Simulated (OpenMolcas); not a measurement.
# Cr I: effect of the active space

| Quantity | Value |
| --- | --- |
| Program | OpenMolcas 26.06 |
| Method | CASSCF or its RAS form |
| Basis | ANO-RCC-VTZP |
| Scalar Hamiltonian | DKH2, point nucleus |
| Spin-orbit coupling | RASSI with atomic mean-field integrals over the reference wave functions, term energies averaged over their components |

A. 6 electrons in 6 orbitals (3d 4s); 2S+1 = 7 even, 1 root; 2S+1 = 5 even, 23 roots; 2S+1 = 3 even, 9 roots; cost roughly 50 core-seconds
B. 6 electrons in 9 orbitals (RAS2 3d 4s; RAS3 4p, at most 2 electrons); 2S+1 = 7 even, 1 root; 2S+1 = 5 even, 23 roots kept (CI in the orbitals of an earlier block); 2S+1 = 3 even, 12 roots kept (CI in the orbitals of an earlier block); 2S+1 = 1 even, 13 roots kept (CI in the orbitals of an earlier block, 0 in the spin-orbit step); 2S+1 = 7 odd, 18 roots; 2S+1 = 5 odd, 18 roots kept (CI in the orbitals of an earlier block); 2S+1 = 3 odd, 15 roots kept (CI in the orbitals of an earlier block); cost about 70 core-seconds
C. 6 electrons in 11 orbitals (3d 4s 4d); 2S+1 = 7 even, 1 root; 2S+1 = 5 even, 6 roots kept (CI in the orbitals of an earlier block); cost about 6 core-minutes

Energies in cm⁻¹ above 3d⁵ 4s ⁷S₃, the measured ground level; measured values from NIST Handbook of Basic Atomic Spectroscopic Data.

```tsv
Level	A	B	C	Measured
3d⁵ 4s ⁷S₃	0.0	0.0	0.0	0.0
3d⁵ 4s ⁵S₂	11849	9856	11579	7593
3d⁴ 4s² ⁵D₀	20826	21876	16501	7751
3d⁴ 4s² ⁵D₁	20876	21927	16564	7811
3d⁴ 4s² ⁵D₂	20978	22029	16692	7927
3d⁴ 4s² ⁵D₃	21131	22181	16883	8095
3d⁴ 4s² ⁵D₄	21335	22383	17137	8308
```

Deviations, from unrounded energies. A percentage is the sum of absolute deviations over the sum of measured energies, with the sign that they share, or ± where signs differ.

```
                        Against measurement  Levels       A       B       C
             mean absolute deviation (cm-1)       6   12000   12000    8000
other terms of the ground configuration (%)       1   +56.0   +29.8   +52.5
                   other configurations (%)       5  +163.6  +176.7  +110.0
```

C lies closest to measurement on these levels and B furthest from it. The largest miss of C in the table is 3d⁴ 4s² ⁵D₄, by +8800 cm-1. The ranking rests on the paired levels alone, and a cruder setting can come out closer through cancelling errors.

The spin-orbit steps hold different terms of 3d⁵ 4s (A lacks ³P; C lacks ³G, ³P, ⁵D, ⁵G, ⁵P), which shifts levels as well.

Among A to C the level of the table that moves most is 3d⁴ 4s² ⁵D₀, by 5400 cm-1 (lowest in C, highest in B).

Without dynamic correlation excited terms often stand tens of per cent too high (terms of higher spin than the ground term too low), and those without a measured partner can miss by more than the paired ones. A single d shell beside an s shell can misplace configurations of different d count against each other (holds for A; B). Some high roots are left out of the spin-orbit mixing, which shifts the levels that they would mix with (holds for B). Terms from blocks run as CI alone lack orbitals of their own (holds for B; C). Active for correlation alone: 4d; no level in the range computed is led by a configuration that fills it, so any true level of that kind is missing (holds for C). Measured partners are found by configuration, term and J. A level has none where our copy of the source lacks it or the pairing is in doubt (some pairs that miss far off the trend of their configuration count as doubtful), and it then counts in no deviation. Levels of configurations outside the active space are missing. The table leaves out levels that lie high or whose names do not pair safely across all columns.
